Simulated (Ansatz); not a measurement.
KPbBr3, 5 atoms. Hardware: 4 threads of Intel Xeon Platinum 8259CL on a shared host.

In the def2 sets Pb takes a core potential; there is no spin–orbit coupling.

(1) How many basis functions does each of these Ansatz runs have, and roughly what does it cost? PBE-D4/def2-TZVP, charge 0 triplet, energy, from earlier orbitals; r2SCAN-D4/def2-TZVPD, charge -1 doublet at the geometry of the charge 0 singlet, energy, from earlier orbitals; PBE0-D4/def2-TZVP, charge 0 unrestricted singlet, energy, from earlier orbitals; PBE with 15 % exact exchange/def2-SVP, charge 0 singlet, energy, from earlier orbitals; PBE0-D4/def2-SVP, charge 0 singlet, energy, from earlier orbitals; r2SCAN-D4/def2-TZVPD, charge 0 singlet, energy, from earlier orbitals; B3LYP-D4/def2-SVP, charge 0 singlet, relaxation, 5 steps; PBE0-D4/def2-TZVPD, charge -1 doublet at the geometry of the charge 0 singlet, energy; PBE with 15 % exact exchange/def2-SVP, charge 0 quintet, energy, from earlier orbitals; PBE-D4/def2-TZVPD, charge -1 doublet at the geometry of the charge 0 singlet, energy, from earlier orbitals; PBE0-D4/def2-TZVPD, charge 0 singlet, energy, from earlier orbitals; LC-ωPBE/def2-TZVP, charge 0 singlet, energy, from earlier orbitals.

## Answers

(1) Other jobs shared the machine, so times can vary by a factor of up to 3. A dash marks memory too small to be measured apart from the calling script's.

```
                                                                                                           run  functions  fitting or Cholesky vectors  wall time  peak host memory (GiB)
                        PBE with 15 % exact exchange/def2-SVP, charge 0 singlet, energy, from earlier orbitals        146                         1484      5.5 s                       –
                                             PBE0-D4/def2-SVP, charge 0 singlet, energy, from earlier orbitals        146                         1484      5.5 s                       –
                                             PBE-D4/def2-TZVP, charge 0 triplet, energy, from earlier orbitals        227                         1835        9 s                       –
                                            LC-ωPBE/def2-TZVP, charge 0 singlet, energy, from earlier orbitals        227                         1835        9 s                    0.66
                        PBE with 15 % exact exchange/def2-SVP, charge 0 quintet, energy, from earlier orbitals        146                         1489       11 s                    0.72
                                         r2SCAN-D4/def2-TZVPD, charge 0 singlet, energy, from earlier orbitals        263                         1986       13 s                    0.64
                                           PBE0-D4/def2-TZVPD, charge 0 singlet, energy, from earlier orbitals        263                         2262       16 s                     1.7
                               PBE0-D4/def2-TZVP, charge 0 unrestricted singlet, energy, from earlier orbitals        227                         1781       22 s                     1.2
   PBE-D4/def2-TZVPD, charge -1 doublet at the geometry of the charge 0 singlet, energy, from earlier orbitals        263                         1986       23 s                    0.69
                                                      B3LYP-D4/def2-SVP, charge 0 singlet, relaxation, 5 steps        146                         1586       33 s                       –
r2SCAN-D4/def2-TZVPD, charge -1 doublet at the geometry of the charge 0 singlet, energy, from earlier orbitals        263                         1986       49 s                     0.8
                         PBE0-D4/def2-TZVPD, charge -1 doublet at the geometry of the charge 0 singlet, energy        263                         1962       54 s                     1.6
```
